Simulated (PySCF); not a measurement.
**Circular dichroism: `C#C[C@@H]1C=C[C@H](F)C1`, C7H7F**

Molfile (atoms numbered from 1):
```
C7H7F
     RDKit          3D

 15 15  0  0  0  0  0  0  0  0999 V2000
    3.0232   -0.8626    0.2319 C   0  0  0  0  0  0  0  0  0  0  0  0
    1.8313   -0.7382    0.4051 C   0  0  0  0  0  0  0  0  0  0  0  0
    0.3944   -0.5861    0.6079 C   0  0  2  0  0  0  0  0  0  0  0  0
   -0.4657   -1.4268   -0.3128 C   0  0  0  0  0  0  0  0  0  0  0  0
   -1.5280   -0.7487   -0.7498 C   0  0  0  0  0  0  0  0  0  0  0  0
   -1.5584    0.6427   -0.1921 C   0  0  2  0  0  0  0  0  0  0  0  0
   -1.8612    1.5884   -1.1482 F   0  0  0  0  0  0  0  0  0  0  0  0
   -0.1450    0.8396    0.3528 C   0  0  0  0  0  0  0  0  0  0  0  0
    4.0797   -0.9710    0.0712 H   0  0  0  0  0  0  0  0  0  0  0  0
    0.1761   -0.8803    1.6533 H   0  0  0  0  0  0  0  0  0  0  0  0
   -0.2308   -2.4699   -0.5341 H   0  0  0  0  0  0  0  0  0  0  0  0
   -2.3232   -1.1402   -1.3879 H   0  0  0  0  0  0  0  0  0  0  0  0
   -2.3321    0.7348    0.5941 H   0  0  0  0  0  0  0  0  0  0  0  0
   -0.0893    1.4884    1.2369 H   0  0  0  0  0  0  0  0  0  0  0  0
    0.4384    1.3057   -0.4551 H   0  0  0  0  0  0  0  0  0  0  0  0
  1  2  3  0
  2  3  1  0
  3  4  1  0
  4  5  2  0
  5  6  1  0
  6  7  1  0
  6  8  1  0
  8  3  1  0
  1  9  1  0
  3 10  1  1
  4 11  1  0
  5 12  1  0
  6 13  1  1
  8 14  1  0
  8 15  1  0
M  END
```

Computed with TDA BLYP/aug-cc-pVDZ circular dichroism and optical rotation, one conformer, gas phase (PySCF). Geometry: PBE0-D3(BJ)/def2-SVP.

States above about 6.4 eV lie in this functional's continuum (it starts at minus the energy of the highest occupied orbital, well below the true ionisation energy for most functionals) and depend on the basis. Singlets 10 and 11 lie within 0.01 eV of each other, so their separate moments and overlaps can depend on how they mix.

Problem. Assign R or S to each stereocentre.

Solution. C3 S, C6 R.

Problem. Which excitations and rotatory strengths does the calculation give?

Solution. Rotatory strengths R in 10⁻⁴⁰ esu² cm², velocity form and length form (origin at the centre of mass); f in length form.
```tsv
state	E (eV)	λ (nm)	f	R (velocity)	R (length)	main
1	5.30	234	0.002	+3.1	-0.8	HOMO→LUMO 0.52, HOMO−2→LUMO 0.27
2	5.39	230	0.020	+0.8	-8.2	HOMO−1→LUMO 0.74, HOMO−2→LUMO 0.16
3	5.78	215	0.018	-8.5	-4.8	HOMO→LUMO+1 0.95
4	5.87	211	0.009	-4.2	-4.7	HOMO−1→LUMO+1 0.97
5	5.96	208	0.010	+0.1	+3.8	HOMO−2→LUMO+1 0.96
6	6.24	199	0.056	-6.0	-1.9	HOMO→LUMO+3 0.37, HOMO−2→LUMO 0.19
7	6.29	197	0.025	-11.5	-19.4	HOMO→LUMO+2 0.88
8	6.37	195	0.014	+1.5	+7.5	HOMO−1→LUMO+2 0.35, HOMO→LUMO+3 0.28
9	6.39	194	0.021	+7.1	+12.5	HOMO−1→LUMO+2 0.59, HOMO→LUMO+3 0.14
10	6.45	192	0.004	+2.7	+3.5	HOMO−1→LUMO+3 0.60, HOMO−1→LUMO+4 0.24
11	6.45	192	0.012	-2.9	-9.6	HOMO→LUMO+4 0.28, HOMO−2→LUMO+3 0.16
12	6.46	192	0.011	+9.3	+13.3	HOMO−2→LUMO+2 0.79, HOMO−1→LUMO+4 0.09
13	6.52	190	0.004	+0.5	-0.2	HOMO→LUMO+5 0.56, HOMO−1→LUMO+4 0.21
14	6.53	190	0.012	+1.4	+1.6	HOMO−2→LUMO+3 0.38, HOMO−2→LUMO+4 0.34
15	6.60	188	0.006	-4.4	-5.0	HOMO−1→LUMO+5 0.90
16	6.65	186	0.002	-8.1	+1.4	HOMO−2→LUMO+5 0.47, HOMO−3→LUMO 0.11
```

For states 1, 2, 13, 16 the two forms differ in sign, so the sign of R isn't settled.

Among the states computed, the strongest CD band (largest |R|) is state 7. The largest dissymmetry factor in size, g = 4R/(D+G), with D and G the electric and magnetic dipole strengths, is -0.065 for state 16 (velocity form, f = 0.001), among bands with |R| over 0.5. The mirror image has the same energies and oscillator strengths and all R with the opposite sign.
